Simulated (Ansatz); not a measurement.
Cost and result for the atomization energy of CH$_{10}$B$_{2}$Si$_{2}$, SMILES `B[SiH2]B(C)[SiH3]` (15 atoms, 14 bonds).

```xyz
15

B    -1.579   -1.908    0.382
Si   -0.492   -1.148   -1.110
B     0.213    0.514   -0.187
C    -0.711    1.743    0.043
Si    2.104    0.445    0.505
H    -2.720   -1.578    0.527
H    -1.090   -2.612    1.214
H    -1.323   -0.772   -2.291
H     0.612   -2.047   -1.551
H    -1.118    1.567    1.056
H    -1.572    1.831   -0.623
H    -0.189    2.702    0.110
H     2.997    0.659   -0.673
H     2.429    1.492    1.517
H     2.440   -0.887    1.081
```

Charge 0, multiplicity 1. The geometry is a stationary point of PBE0-D4/def2-TZVP. It is one conformer, not always the lowest. Program: Ansatz. All runs use 4 threads of an AMD EPYC 9R45 on a shared host. Times are those of one run each, without the atoms' runs, and a repeat can differ threefold. Electronic energies, without spin–orbit coupling; frozen cores. CCSD(T)/CBS adds CCSD(T) − MP2 in def2-TZVPP to the MP2 limit, and its time is that of the two runs behind it. T1 = 0.015. B3LYP takes the VWN-RPA correlation (the form of Gaussian; ORCA's B3LYP/G).

CCSD(T)/CBS is a level of theory with its own doubt, some kJ/mol a heavy atom from the limit and from the frozen cores, so smaller differences don't rank the functionals.

```csv
level,functions,wall time
PBE-D4/def2-TZVPP (with forces),317,1.6 s
PBE0-D4/def2-TZVPP,317,1.8 s
r2SCAN-D4/def2-TZVPP (with forces),317,2.5 s
B3LYP-D4/def2-TZVPP (with forces),317,3 s
B2PLYP/def2-TZVPP,317,3.4 s
ωB97X-V/def2-TZVPP,317,4.3 s
ωB97M-V/def2-TZVPP (with forces),317,6.5 s
MP2/def2-QZVPP,611,16 s
CCSD(T)/def2-TZVPP,317,4.5 min
CCSD(T)/CBS(def2),–,4.7 min
```

**Question.** What atomization energy does each give, and how far from CCSD(T)/CBS? (Estimate.)

**Answer.** Ansatz gave: 
```tsv
level	atomization (kcal/mol)	difference from CCSD(T)/CBS	per bond
PBE-D4/def2-TZVPP (with forces)	1175.6	9.0	0.6
PBE0-D4/def2-TZVPP	1171.1	4.5	0.3
r2SCAN-D4/def2-TZVPP (with forces)	1178.3	11.7	0.8
B3LYP-D4/def2-TZVPP (with forces)	1175.6	9.0	0.6
B2PLYP/def2-TZVPP	1157.4	-9.2	-0.7
ωB97X-V/def2-TZVPP	1178.1	11.5	0.8
ωB97M-V/def2-TZVPP (with forces)	1173.0	6.4	0.5
MP2/def2-QZVPP	1154.7	-11.9	-0.8
CCSD(T)/def2-TZVPP	1142.0	-24.6	-1.8
CCSD(T)/CBS(def2)	1166.6	0.0	0.0
```

In def2-TZVPP, CCSD(T) changes the Hartree–Fock value by +230.2 kcal/mol (the triples alone add +10.7 kcal/mol) and MP2 by +228.4 kcal/mol; breaking electron pairs costs correlation energy, which Hartree–Fock lacks. The D4 term adds +12.7 kcal/mol with B3LYP and +6.8 kcal/mol with PBE0; it sums over pairs of atoms, weighted by their polarisabilities, and B3LYP, whose exchange is more repulsive, gets the larger term. From PBE to PBE0 (25 % exact exchange), in def2-TZVPP and without D4, the atomization energy moves by −3.4 kcal/mol: exact exchange takes away binding that semilocal exchange gives to molecules.
